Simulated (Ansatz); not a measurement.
Molecule: [amino(methyl)boranyl]methane, C$_{2}$H$_{8}$BN, net charge 0, singlet state. SMILES: CB(C)N
Structure (B3LYP-D3(BJ)/def2-TZVP (Ansatz, a quantum-chemistry and plane-wave program) minimum search):
```xyz
12

B     -0.0174     0.0500    -0.0002
C      1.5368    -0.2365    -0.0033
C     -1.0582    -1.1392     0.0088
N     -0.4775     1.3726    -0.0054
H      1.8221    -0.8299     0.8713
H      1.8170    -0.8386    -0.8737
H      2.1570     0.6634    -0.0096
H     -2.1030    -0.8186     0.0102
H     -0.9115    -1.7877    -0.8610
H     -0.9064    -1.7791     0.8840
H      0.1368     2.1701    -0.0112
H     -1.4541     1.6167    -0.0038
```
Charge 0, spin multiplicity 1.

Parts of the frozen-core correlation energy in aug-cc-pVTZ (Ansatz, hartree). Frozen orbitals: 4; correlated occupied orbitals by spin: 12 and 12; virtual: 352 and 352. Spin-orbit coupling is left out. Non-relativistic.

```json
[
 {"term": "reference (HF)", "value": "-159.65493"},
 {"term": "MP2 opposite-spin", "value": "-0.53667"},
 {"term": "MP2 same-spin", "value": "-0.15171"},
 {"term": "CCSD correlation", "value": "-0.72971"},
 {"term": "(T)", "value": "-0.02837"},
 {"term": "T1 diagnostic", "value": "0.011"},
 {"term": "largest doubles amplitude", "value": "0.035"}
]
```
